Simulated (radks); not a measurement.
Valence configurations of As II (all share [Ar]). Method: scalar-relativistic Kohn-Sham, r2SCAN, spin-unpolarised, spherical densities, finite nucleus; meta-GGA in the generalised Kohn-Sham scheme; Fermi nuclear charge, rms radius 4.0968 fm; computed with a radial shooting solver on a logarithmic mesh with Libxc functionals. Energies are relative to 3d10 4s2 4p2; eigenvalues in eV.

valence,E (eV),e(3d),e(4p),e(4s)
3d10 4s2 4p2,0.000,-51.406,-13.460,-23.891
3d10 4s1.5 4p2.5,5.224,-52.272,-13.845,-24.314
3d10 4s1 4p3,10.467,-53.122,-14.209,-24.715
3d9.5 4s2 4p2.5,20.108,-56.989,-14.460,-25.364
3d10 4p4,21.003,-54.775,-14.886,-
3d9.5 4s1.5 4p3,25.569,-57.820,-14.823,-25.769
3d9 4s2 4p3,42.541,-62.688,-15.437,-26.801
3d8.5 4s1.5 4p4,73.284,-69.272,-16.726,-28.580
3d8 4s1 4p5,106.94,-75.906,-17.961,-30.290
3d7 4s1 4p6,169.97,-87.993,-19.768,-32.924

NIST lists [Ar] 3d10 4s2 4p2 as the ground configuration; this level of theory agrees among the configurations tried. The energies are those of spherical spin-averaged densities, not of single terms.
